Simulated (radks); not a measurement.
The numbers below are computed, except where a source is named.
The gold ion Au4+, 75 electrons, occupied as [Xe] 4f14 5d6.5 6s0.5 (fractional occupations, a model configuration).

Code: a radial shooting solver on a logarithmic mesh with Libxc functionals. Model: Dirac Kohn-Sham, BLYP, spin-unpolarised, spherical densities, point nucleus; open shells fill j = l - 1/2 first.

Energy parts (hartree):
| part | energy |
|---|---|
| total | -19044.9268 |
| kinetic | 21890.9729 |
| electron-nucleus | -47831.5976 |
| Hartree | 7260.3518 |
| exchange-correlation | -364.6538 |

Orbitals (lengths in bohr, moments of r in powers of bohr; <r^-3> diverges for s and p1/2):
| orbital | occ. | eigenvalue (hartree) | <r^-3> | <r^2> |
|---|---|---|---|---|
| 1s1/2 | 2 | -2966.369 | - | 0.0003930 |
| 2s1/2 | 2 | -524.6227 | - | 0.005935 |
| 2p1/2 | 2 | -503.1084 | - | 0.004201 |
| 2p3/2 | 4 | -435.6208 | 20520 | 0.005389 |
| 3s1/2 | 2 | -125.3386 | - | 0.03855 |
| 3p1/2 | 2 | -115.6810 | - | 0.03516 |
| 3p3/2 | 4 | -100.7882 | 4769 | 0.04158 |
| 3d3/2 | 4 | -84.78058 | 832.9 | 0.03189 |
| 3d5/2 | 6 | -81.58010 | 690.8 | 0.03364 |
| 4s1/2 | 2 | -28.76444 | - | 0.1870 |
| 4p1/2 | 2 | -24.64832 | - | 0.1909 |
| 4p3/2 | 4 | -21.07489 | 1147 | 0.2236 |
| 4d3/2 | 4 | -14.34802 | 179.6 | 0.2362 |
| 4d5/2 | 6 | -13.68268 | 145.6 | 0.2478 |
| 4f5/2 | 6 | -5.05364 | 30.33 | 0.2958 |
| 4f7/2 | 8 | -4.91325 | 28.81 | 0.3042 |
| 5s1/2 | 2 | -5.94761 | - | 0.9491 |
| 5p1/2 | 2 | -4.59758 | - | 1.103 |
| 5p3/2 | 4 | -3.96735 | 199.9 | 1.312 |
| 5d3/2 | 4 | -2.10751 | 20.57 | 2.108 |
| 5d5/2 | 2.5 | -2.03297 | 16.41 | 2.228 |
| 6s1/2 | 0.5 | -1.67163 | - | 5.170 |
| 6p1/2 | 0 | -1.33700 | - | 6.633 |
| 6p3/2 | 0 | -1.23681 | 32.65 | 7.628 |

The highest occupied level is 6s1/2 at -45.487 eV. The density falls to 0.001 e/bohr^3 at r = 3.27 bohr.
